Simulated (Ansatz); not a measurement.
```xyz
7

C    -0.0027    0.0214   -0.6824
C    -0.0087   -0.0378    0.7882
H     0.9249    0.0169    1.3517
H    -0.9363    0.0240    1.3529
H    -0.0008    1.0630   -1.0755
H     0.8938   -0.4710   -1.1315
H    -0.8828   -0.4621   -1.1200
```

Basis set: def2-TZVP (spherical functions). Correlated methods keep 2 orbitals frozen. Charge 0, multiplicity 2.

Computed with Ansatz (development build ahead of 0.2.0); each method stands on the lowest determinant of its kind that the runs found.

(1) Give the atomization energy at this shape (free ground-state atoms in the same class of orbitals less the molecule, no zero-point energy) of doublet C2H5 by UHF-MP2, UHF.

Answers

(1)

```
 method  atomization energy
UHF-MP2     582.12 kcal/mol
    UHF     466.21 kcal/mol
```
